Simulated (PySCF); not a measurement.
# `InChI=1S/C3H12OSi3/c1-3-2-6-4-7(3)5/h3,7H,2,6H2,1,5H3/t3-,7-/m0/s1`

Cartesian coordinates in Å; atom numbers follow the order of the lines, from 1:
```xyz
19

C    -1.7669   -0.6156    0.9057
C    -0.9331   -0.4735   -0.3631
C    -0.9797    0.9582   -0.9239
Si    0.5434    1.1851   -2.0447
O     1.5217    0.0768   -1.3439
Si    0.9305   -0.9207   -0.1707
Si    1.8641   -0.3215    1.8432
H    -2.8005   -0.3175    0.7297
H    -1.3659    0.0078    1.7045
H    -1.7647   -1.6482    1.2507
H    -1.3641   -1.1389   -1.1213
H    -1.9329    1.1501   -1.4179
H    -0.9178    1.6643   -0.0909
H     1.2134    2.4708   -1.8955
H     0.3287    0.7731   -3.4283
H     1.1737   -2.2661   -0.7101
H     3.3113   -0.5440    1.9236
H     1.6549    1.0853    2.2170
H     1.2742   -1.1162    2.9284
```

Method used: PySCF 2.14.0, TDDFT CAM-B3LYP/def2-SVPD circular dichroism and optical rotation, one conformer, gas phase. Geometry: GFN2-xTB.

Task: Draw the ECD and absorption spectra from the lowest 12 states, each a Gaussian of half-width 0.25 eV at 1/e height.

Result: 
| E (eV) | λ (nm) | Δε (L mol⁻¹ cm⁻¹) | ε (L mol⁻¹ cm⁻¹) |
| --- | --- | --- | --- |
| 5.82 | 213 | +0.25 | 18.8 |
| 5.92 | 210 | +1.07 | 79.4 |
| 6.02 | 206 | +3.28 | 244 |
| 6.12 | 203 | +7.28 | 543 |
| 6.22 | 199 | +11.73 | 882 |
| 6.32 | 196 | +13.53 | 1060 |
| 6.42 | 193 | +10.62 | 1030 |
| 6.52 | 190 | +4.11 | 1040 |
| 6.62 | 187 | -2.75 | 1400 |
| 6.72 | 185 | -6.59 | 2120 |
| 6.82 | 182 | -5.85 | 2720 |
| 6.92 | 179 | -2.79 | 2770 |
| 7.02 | 177 | -2.29 | 2390 |
| 7.12 | 174 | -6.52 | 2260 |
| 7.22 | 172 | -12.62 | 2870 |
| 7.32 | 169 | -17.78 | 4060 |
| 7.42 | 167 | -25.06 | 5450 |
| 7.52 | 165 | -36.80 | 7220 |
| 7.62 | 163 | -40.47 | 9920 |
| 7.72 | 161 | -16.91 | 13200 |
| 7.82 | 159 | +29.20 | 15400 |
| 7.92 | 157 | +66.40 | 15400 |

Δε uses R in velocity form, ε uses f in length form. Only the states computed contribute, so the short-wavelength end is incomplete.
